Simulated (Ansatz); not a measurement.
Steps of a relaxation of C₄H₈Si, SMILES `CC=C=C[SiH3]` with RKS PBE0-D4/def2-TZVP.

```sh
$ ansatz run in.yaml --threads 4 --pin off --events-out ev --progress --plain --max-ram 10444MiB
```

```yaml
crystal:
  periodic: [false, false, false]
  atoms:
    - {symbol: C, position_ang: [-2.085429, 0.930493, 0.858956]}
    - {symbol: C, position_ang: [-0.625128, 0.722030, 1.171838]}
    - {symbol: C, position_ang: [0.325517, 0.519415, 0.278166]}
    - {symbol: C, position_ang: [1.257249, 0.278022, -0.626066]}
    - {symbol: Si, position_ang: [1.682876, -1.468926, -1.180251]}
    - {symbol: H, position_ang: [-2.435790, 1.915620, 1.234617]}
    - {symbol: H, position_ang: [-2.279999, 0.886415, -0.229757]}
    - {symbol: H, position_ang: [-2.710814, 0.157864, 1.355328]}
    - {symbol: H, position_ang: [-0.327776, 0.747508, 2.238160]}
    - {symbol: H, position_ang: [1.806462, 1.130620, -1.073419]}
    - {symbol: H, position_ang: [1.434676, -1.635154, -2.658946]}
    - {symbol: H, position_ang: [0.837416, -2.452242, -0.419876]}
    - {symbol: H, position_ang: [3.141040, -1.766266, -0.934050]}
basis:
  gaussian: {orbitals: def2-TZVP}
hamiltonian: {xc: pbe0, dispersion: d4}
relax: {f_tol: 0.005, max_steps: 150}
```

Positions (Å) and forces (eV/Å) along the path, 11 of 11 steps:

```xyz
13
step=1 energy=-12147.6911 eV
C    -2.085    0.930    0.859   -0.261    0.034   -0.080
C    -0.625    0.722    1.172    0.662   -0.117   -0.209
C     0.326    0.519    0.278   -0.109   -0.015   -0.040
C     1.257    0.278   -0.626   -0.364    0.266    0.384
Si    1.683   -1.469   -1.180   -0.033   -0.001    0.039
H    -2.436    1.916    1.235    0.208   -0.471   -0.185
H    -2.280    0.886   -0.230    0.129    0.016    0.537
H    -2.711    0.158    1.355    0.338    0.357   -0.243
H    -0.328    0.748    2.238   -0.139   -0.022   -0.606
H     1.806    1.131   -1.073   -0.330   -0.432    0.277
H     1.435   -1.635   -2.659    0.052    0.063    0.343
H     0.837   -2.452   -0.420    0.186    0.231   -0.169
H     3.141   -1.766   -0.934   -0.336    0.091   -0.049
13
step=2 energy=-12147.7539 eV
C    -2.065    0.921    0.848   -0.095    0.012   -0.010
C    -0.614    0.713    1.161    0.143   -0.025    0.032
C     0.322    0.515    0.273   -0.052    0.002   -0.023
C     1.241    0.279   -0.624    0.011    0.010    0.040
Si    1.663   -1.459   -1.166   -0.026    0.101    0.014
H    -2.409    1.896    1.221    0.053   -0.140   -0.057
H    -2.252    0.878   -0.229    0.038    0.004    0.150
H    -2.681    0.153    1.337    0.091    0.108   -0.074
H    -0.316    0.733    2.213   -0.049   -0.002   -0.168
H     1.783    1.124   -1.060   -0.095   -0.128    0.068
H     1.417   -1.615   -2.630    0.016   -0.006    0.078
H     0.824   -2.429   -0.411    0.044    0.054   -0.040
H     3.107   -1.743   -0.919   -0.080    0.008   -0.011
13
step=3 energy=-12147.7576 eV
C    -2.059    0.917    0.845   -0.003   -0.021   -0.003
C    -0.610    0.708    1.162    0.019    0.014    0.029
C     0.324    0.513    0.277   -0.020   -0.001   -0.011
C     1.243    0.279   -0.616   -0.017   -0.025   -0.081
Si    1.658   -1.451   -1.163    0.000    0.023    0.030
H    -2.400    1.888    1.215    0.002    0.008    0.003
H    -2.238    0.876   -0.229   -0.001   -0.002   -0.011
H    -2.675    0.153    1.327   -0.007   -0.007    0.003
H    -0.315    0.730    2.209    0.000    0.008    0.010
H     1.764    1.124   -1.066    0.028    0.004    0.033
H     1.413   -1.614   -2.622   -0.002    0.008   -0.005
H     0.819   -2.416   -0.410   -0.007   -0.003    0.005
H     3.096   -1.742   -0.915    0.007   -0.007   -0.002
13
step=4 energy=-12147.7575 eV rejected
C    -2.056    0.915    0.843    0.070   -0.030    0.059
C    -0.605    0.708    1.166   -0.101    0.014   -0.073
C     0.325    0.515    0.276    0.019   -0.004    0.024
C     1.243    0.282   -0.619   -0.044   -0.021   -0.055
Si    1.655   -1.450   -1.162    0.011    0.031    0.015
H    -2.397    1.886    1.213   -0.017    0.014   -0.002
H    -2.236    0.872   -0.230    0.019    0.005   -0.024
H    -2.672    0.150    1.325   -0.011   -0.008    0.014
H    -0.315    0.730    2.214    0.020    0.007    0.021
H     1.761    1.129   -1.068    0.037   -0.003    0.019
H     1.415   -1.614   -2.622   -0.003    0.006   -0.006
H     0.812   -2.413   -0.411   -0.011   -0.002    0.009
H     3.091   -1.744   -0.910    0.010   -0.008   -0.001
13
step=5 energy=-12147.7580 eV
C    -2.059    0.917    0.845    0.000   -0.005   -0.001
C    -0.610    0.708    1.163    0.010    0.006    0.008
C     0.323    0.513    0.275   -0.012   -0.001   -0.011
C     1.241    0.279   -0.619   -0.011   -0.009   -0.033
Si    1.658   -1.451   -1.162   -0.006    0.008    0.006
H    -2.400    1.888    1.215    0.000    0.002    0.001
H    -2.238    0.876   -0.229    0.001   -0.003   -0.004
H    -2.675    0.153    1.327   -0.003   -0.006    0.003
H    -0.315    0.730    2.210    0.003    0.005    0.008
H     1.766    1.124   -1.064    0.017    0.004    0.019
H     1.413   -1.613   -2.622    0.001    0.003   -0.001
H     0.819   -2.416   -0.410   -0.005   -0.001    0.005
H     3.096   -1.742   -0.915    0.004   -0.002    0.002
13
step=6 energy=-12147.7580 eV
C    -2.053    0.908    0.846   -0.014    0.026    0.008
C    -0.603    0.713    1.166    0.014    0.006    0.056
C     0.329    0.522    0.278   -0.008   -0.023   -0.049
C     1.239    0.285   -0.624    0.003    0.018   -0.008
Si    1.649   -1.448   -1.162    0.006    0.003    0.010
H    -2.403    1.879    1.208   -0.001   -0.006   -0.002
H    -2.229    0.859   -0.229   -0.005   -0.003   -0.013
H    -2.664    0.142    1.331    0.003   -0.008    0.003
H    -0.309    0.741    2.214   -0.001   -0.005   -0.020
H     1.767    1.127   -1.072    0.001   -0.005    0.010
H     1.426   -1.609   -2.626   -0.003    0.009    0.001
H     0.791   -2.406   -0.423   -0.009   -0.003    0.007
H     3.080   -1.750   -0.892    0.013   -0.008   -0.001
13
step=7 energy=-12147.7583 eV
C    -2.056    0.913    0.846    0.002    0.004    0.002
C    -0.606    0.711    1.163   -0.001    0.003    0.003
C     0.325    0.517    0.274   -0.012   -0.004   -0.013
C     1.239    0.282   -0.624    0.013    0.006   -0.002
Si    1.653   -1.449   -1.162   -0.006    0.002    0.006
H    -2.402    1.883    1.212   -0.001    0.000    0.001
H    -2.235    0.868   -0.228    0.000   -0.002   -0.003
H    -2.669    0.147    1.330   -0.002   -0.004    0.002
H    -0.311    0.735    2.210    0.004   -0.002    0.003
H     1.771    1.126   -1.064    0.002    0.002    0.001
H     1.419   -1.611   -2.623    0.001   -0.001    0.000
H     0.804   -2.408   -0.414   -0.002   -0.003   -0.001
H     3.089   -1.747   -0.904    0.003   -0.002   -0.001
13
step=8 energy=-12147.7582 eV rejected
C    -2.056    0.907    0.847    0.000    0.016   -0.001
C    -0.604    0.714    1.160   -0.005   -0.002   -0.005
C     0.325    0.521    0.269    0.008    0.015   -0.001
C     1.244    0.287   -0.625   -0.001   -0.014    0.015
Si    1.649   -1.447   -1.161    0.014    0.002   -0.002
H    -2.406    1.877    1.211   -0.004   -0.001    0.001
H    -2.238    0.858   -0.227    0.000   -0.001    0.000
H    -2.663    0.139    1.335    0.002   -0.001    0.001
H    -0.305    0.744    2.206    0.001   -0.016    0.002
H     1.782    1.129   -1.060   -0.013    0.000   -0.013
H     1.422   -1.608   -2.624   -0.001    0.001    0.002
H     0.789   -2.402   -0.419   -0.001    0.004    0.001
H     3.081   -1.755   -0.896    0.000   -0.004    0.000
13
step=9 energy=-12147.7583 eV
C    -2.056    0.911    0.847    0.001    0.000    0.002
C    -0.605    0.712    1.161   -0.001   -0.003    0.001
C     0.325    0.519    0.271   -0.004    0.000   -0.010
C     1.241    0.284   -0.626    0.005    0.004    0.001
Si    1.653   -1.448   -1.161   -0.006    0.001    0.000
H    -2.404    1.881    1.214    0.000    0.000    0.001
H    -2.236    0.867   -0.227    0.000   -0.001   -0.003
H    -2.666    0.143    1.331   -0.002   -0.001    0.001
H    -0.308    0.734    2.208    0.002    0.002    0.002
H     1.772    1.127   -1.066    0.002    0.001    0.002
H     1.423   -1.611   -2.623    0.003    0.000   -0.001
H     0.797   -2.405   -0.416    0.001   -0.002    0.002
H     3.086   -1.751   -0.898   -0.001    0.000    0.001
13
step=10 energy=-12147.7584 eV
C    -2.056    0.910    0.848   -0.001   -0.003    0.001
C    -0.604    0.713    1.159    0.001   -0.003    0.000
C     0.325    0.522    0.267    0.003    0.005   -0.002
C     1.242    0.287   -0.628   -0.004   -0.003    0.001
Si    1.651   -1.448   -1.161    0.005    0.001    0.004
H    -2.406    1.878    1.217    0.001    0.000    0.001
H    -2.239    0.865   -0.226    0.000    0.001   -0.001
H    -2.663    0.139    1.333    0.000    0.002    0.000
H    -0.304    0.736    2.205   -0.001    0.000    0.000
H     1.775    1.130   -1.068    0.000   -0.001   -0.001
H     1.429   -1.610   -2.624   -0.001   -0.001    0.000
H     0.789   -2.400   -0.418   -0.001    0.000   -0.002
H     3.082   -1.756   -0.889   -0.002    0.002   -0.001
13
step=11 energy=-12147.7584 eV
C    -2.056    0.909    0.848   -0.001   -0.002    0.001
C    -0.604    0.713    1.159    0.001   -0.001    0.001
C     0.325    0.522    0.267    0.002    0.003   -0.002
C     1.242    0.287   -0.629   -0.001   -0.002    0.002
Si    1.651   -1.448   -1.161    0.001    0.001   -0.001
H    -2.406    1.878    1.218    0.001    0.000    0.000
H    -2.239    0.865   -0.226    0.000    0.000   -0.001
H    -2.663    0.139    1.333    0.000    0.001    0.000
H    -0.304    0.736    2.205   -0.001   -0.001   -0.001
H     1.775    1.130   -1.069    0.000   -0.001   -0.001
H     1.430   -1.611   -2.624    0.001    0.000   -0.001
H     0.787   -2.400   -0.420    0.001    0.000    0.001
H     3.082   -1.756   -0.888   -0.002    0.000    0.000
```

Hardware: 4 threads of an INTEL XEON PLATINUM 8581C on a shared host. Wall time 21 s, peak host memory 0.55 GiB.
